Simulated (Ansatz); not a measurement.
Basis-set extrapolation for CH8S2Si2 (`CS[SiH2][SiH2]S`) (PBE0-D4/def2-TZVP geometry, frozen core, the Gaussian-basis code of Ansatz). Multiplicity 1, RHF reference.

|  | def2-TZVPP | def2-QZVPP |
| --- | --- | --- |
| HF | -1415.563791 | -1415.605915 |
| MP2 correlation | -0.785884 | -0.848520 |
| CCSD(T) correlation | -0.903107 | not run |

Energies in hartree. Use E(X) = E(∞) + A·exp(−7.88·√X) for Hartree–Fock and E(X) = E(∞) + B·X^(−2.97) for correlation, with X = 3 and 4, and add CCSD(T) minus MP2 of the smaller set to the MP2 limit.

**Question.** What is the CCSD(T) energy at the basis-set limit?

**Answer.** HF limit: -1415.605915 + (-0.042124) × 0.13774 = -1415.61172. MP2 limit: -0.848520 + (-0.062636) × 0.74074 = -0.89492. Higher-order term: -0.903107 − (-0.785884) = -0.11722. Total: -1416.62386 hartree, 4.27 eV below CCSD(T)/def2-TZVPP.
